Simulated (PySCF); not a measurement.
C2H6Se, SMILES C[Se]C. The structure is a stationary point at PBE-D3(BJ)/def2-SVP.

Computed equilibrium geometry at PBE-D3(BJ)/def2-SVP (PySCF confirms it by a frequency run) as bond lengths and angles, and its point group:
point group C2v.
Atoms: C1 Se2 C3 H4 H5 H6 H7 H8 H9. Bond lengths (Å): C1–Se2 1.960, C1–H4 1.107, C1–H5 1.107, C1–H6 1.107, Se2–C3 1.960, C3–H7 1.107, C3–H8 1.107, C3–H9 1.107. Angles (°): Se2–C1–H4 110.8, Se2–C1–H5 107.0, Se2–C1–H6 110.8, H4–C1–H5 109.1, H4–C1–H6 110.1, H5–C1–H6 109.1, C1–Se2–C3 96.6, Se2–C3–H7 110.8, Se2–C3–H8 107.0, Se2–C3–H9 110.8, H7–C3–H8 109.1, H7–C3–H9 110.1, H8–C3–H9 109.1.
Charge 0, spin multiplicity 1.
